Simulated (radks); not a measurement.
Question: Species: Cd. Configuration: [Kr] 4d10 6s2 (not the ground configuration). Method: Dirac Kohn-Sham, LDA (Slater exchange, Perdew-Wang correlation), spin-unpolarised, spherical densities, point nucleus; computed with a radial shooting solver on a logarithmic mesh with Libxc functionals.

Spin-orbit splittings of the eigenvalues, e(l+1/2) - e(l-1/2), with zeta = 2 splitting/(2l+1) and mean radii in bohr:

| shell | occ. | splitting (eV) | zeta (eV) | <r> j=l-1/2 | <r> j=l+1/2 |
|---|---|---|---|---|---|
| 2p | 6 | 192.2 | 128.1 | 0.1113 | 0.1164 |
| 3p | 6 | 34.32 | 22.88 | 0.3499 | 0.3609 |
| 3d | 10 | 6.981 | 2.792 | 0.3329 | 0.3364 |
| 4p | 6 | ? | ? | 0.9385 | 0.9700 |
| 4d | 10 | 0.7203 | 0.2881 | 1.248 | 1.266 |
| 5p | 0 | 0.4220 | 0.2814 | 3.189 | 3.318 |

Estimate the 4p splitting.

Answer: 5.894 eV (zeta = 3.929 eV).
